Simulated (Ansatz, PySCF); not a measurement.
Process, species as SMILES: Br[Si]Br + 3 [H][H] (H2) → 2 Br (HBr) + [SiH4] (SiH4)
Geometries: B3LYP-D3(BJ)/def2-TZVP minima from Ansatz (a program for electronic structure). Unstable Hartree-Fock reference: Br[Si]Br.

Wanted: energy of full hydrogenation (0 K, with B3LYP-D3(BJ) harmonic zero-point energies from PySCF), in kcal/mol. Cores are frozen in the correlated levels unless marked. Spin-orbit coupling is left out. Frozen are the shells of the preceding noble gas and the d and f shells that filled before the atom's block. Non-relativistic. CBS(X,Y): correlation extrapolated as X^-3; Hartree-Fock from the larger set.

```json
[
 {"level": "HF/6-31G*", "program": "Ansatz", "energy of full hydrogenation (kcal/mol)": "-8.7"},
 {"level": "HF/def2-TZVPPD", "program": "Ansatz", "energy of full hydrogenation (kcal/mol)": "-8.9"}
]
```

### Question
What does CCSD(T)/CBS(def2-TZVPP,def2-QZVPP) (Ansatz) give?

### Answer
2.9 kcal/mol, so HF/def2-TZVPPD differs from it by -11.8 kcal/mol.
